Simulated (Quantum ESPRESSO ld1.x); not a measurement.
Values are calculated unless marked as measured or tabulated.
All-electron atom: Yb+ in [Xe] 4f13.5 6s1.5 (fractional occupations, a model configuration).

Code: ld1.x of Quantum ESPRESSO 7.5. Model: scalar-relativistic Kohn-Sham, LDA (Slater exchange, Perdew-Zunger correlation), spin-polarised, spherical densities, point nucleus; open shells are filled with parallel spins first.

Energy parts (eV):
part                     energy
total                 -382344.3
kinetic                416624.9
electron-nucleus      -940712.9
Hartree                149465.2
exchange-correlation    -7721.5

Orbitals (lengths in bohr, moments of r in powers of bohr; r(max) is where P^2 peaks):
| orbital | occ. | eigenvalue (eV) | <r^2> | <1/r> | r(max) | <r> |
|---|---|---|---|---|---|---|
| 1s up | 1 | -61202.990 | 0.0005304 | 80.60 | 0.012 | 0.01967 |
| 1s down | 1 | -61202.983 | 0.0005304 | 80.60 | 0.012 | 0.01967 |
| 2s up | 1 | -10379.831 | 0.008219 | 18.79 | 0.071 | 0.08338 |
| 2s down | 1 | -10379.816 | 0.008219 | 18.79 | 0.071 | 0.08338 |
| 2p up | 3 | -9152.798 | 0.006718 | 17.26 | 0.058 | 0.07417 |
| 2p down | 3 | -9152.786 | 0.006718 | 17.26 | 0.058 | 0.07417 |
| 3s up | 1 | -2348.155 | 0.05379 | 6.939 | 0.200 | 0.2169 |
| 3s down | 1 | -2347.919 | 0.05378 | 6.939 | 0.200 | 0.2169 |
| 3p up | 3 | -1978.338 | 0.05428 | 6.461 | 0.197 | 0.2164 |
| 3p down | 3 | -1978.103 | 0.05427 | 6.461 | 0.197 | 0.2164 |
| 3d up | 5 | -1527.295 | 0.04514 | 6.121 | 0.160 | 0.1962 |
| 3d down | 5 | -1527.111 | 0.04513 | 6.122 | 0.160 | 0.1962 |
| 4s up | 1 | -470.731 | 0.2690 | 2.938 | 0.456 | 0.4880 |
| 4s down | 1 | -470.278 | 0.2690 | 2.938 | 0.456 | 0.4880 |
| 4p up | 3 | -349.233 | 0.3058 | 2.680 | 0.475 | 0.5183 |
| 4p down | 3 | -348.788 | 0.3058 | 2.680 | 0.475 | 0.5183 |
| 4d up | 5 | -189.324 | 0.3639 | 2.370 | 0.490 | 0.5596 |
| 4d down | 5 | -188.891 | 0.3640 | 2.370 | 0.490 | 0.5597 |
| 5s up | 1 | -65.227 | 1.618 | 1.109 | 1.07 | 1.198 |
| 5s down | 1 | -65.002 | 1.620 | 1.108 | 1.07 | 1.199 |
| 5p up | 3 | -37.226 | 2.324 | 0.9154 | 1.22 | 1.428 |
| 5p down | 3 | -37.030 | 2.323 | 0.9151 | 1.22 | 1.427 |
| 4f up | 7 | -14.354 | 0.7763 | 1.763 | 0.483 | 0.7582 |
| 4f down | 6.5 | -13.963 | 0.7807 | 1.760 | 0.483 | 0.7600 |
| 6s up | 1 | -10.528 | 12.79 | 0.3723 | 2.94 | 3.373 |
| 6s down | 0.5 | -10.189 | 12.96 | 0.3709 | 2.97 | 3.392 |

The highest occupied level is 6s down at -10.189 eV. Summed over all electrons, <r^2> = 53.91 bohr^2, which gives a Langevin (diamagnetic) susceptibility term of -42.7 x 10^-6 cm^3/mol. The density falls to 0.001 e/bohr^3 at r = 4.52 bohr. Spin moment in Bohr magnetons: 1.
